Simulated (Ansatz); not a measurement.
The lowest singlet and triplet of NP (SMILES N#P); geometries from B3LYP-D3(BJ)/def2-TZVP, each state relaxed from the structure named, with no frequency check.
Singlet (charge 0, multiplicity 1):
```json
[
 {"atom": "N", "x (Å)": "0.0000", "y (Å)": "0.0000", "z (Å)": "-1.0110"},
 {"atom": "P", "x (Å)": "0.0000", "y (Å)": "0.0000", "z (Å)": "0.4718"}
]
```
Triplet (charge 0, multiplicity 3):
```json
[
 {"atom": "N", "x (Å)": "0.0000", "y (Å)": "0.0000", "z (Å)": "-1.1142"},
 {"atom": "P", "x (Å)": "0.0000", "y (Å)": "0.0000", "z (Å)": "0.5200"}
]
```

A positive gap puts the triplet lower; no zero-point energy. R- takes a restricted singlet. U- takes an unrestricted singlet (broken symmetry where lower, unprojected). The triplet is unrestricted in single-reference levels. Active spaces average the two states.

Cores are frozen in the correlated methods.

Run with Ansatz (a quantum-chemistry and plane-wave program) with Gaussian orbitals. Each number belongs to the level named beside it.

Problem. What gap E(singlet) − E(triplet), adiabatic does R-wB97M-V/def2-TZVPP give?

Solution. -3.53 eV

Problem. What is the computed gap E(singlet) − E(triplet), adiabatic (FIC-MRCISD+Q on SA-CASSCF(10,8)/cc-pV(Q+d)Z)?

Solution. -3.20 eV

Problem. Estimate the gap E(singlet) − E(triplet), adiabatic that U-B3LYP/def2-TZVPP returns for this input.

Solution. -3.27 eV
